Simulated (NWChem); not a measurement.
System: MgN$_{2}$H$_{4}$; SMILES [NH2][Mg][NH2]

Here is an NWChem input.

```
start job
memory heap 200 mb stack 900 mb global 1100 mb
geometry units angstroms noautosym nocenter noautoz
  Mg     0.000000     0.000000     0.383167
  N     -1.879341     0.217955     0.383660
  H     -2.415262     0.862412    -0.190426
  H     -2.548066    -0.286706     0.958342
  N      1.879341    -0.217955     0.383660
  H      2.415262    -0.862412    -0.190426
  H      2.548066     0.286706     0.958342
end
basis spherical
  * library def2-svpd
end
dft
  xc b3lyp
  iterations 150
end
tddft
  cis
  nroots 6
  notriplet
end
task tddft energy
```

The geometry was optimised at PBE0/def2-SVP.

Vertical excitations in the gas phase.

### Question
Predict the main results of this run. (B3LYP/def2-SVPD, TDA.) Quantities: lowest excitation, singlet (eV); lowest state with f > 0.02, singlet (eV); orbital gap (eV).

### Answer
```
Property                                  Value
----------------------------------------  -----
lowest excitation, singlet (eV)            4.01
lowest state with f > 0.02, singlet (eV)   4.01
orbital gap (eV)                           4.98
```
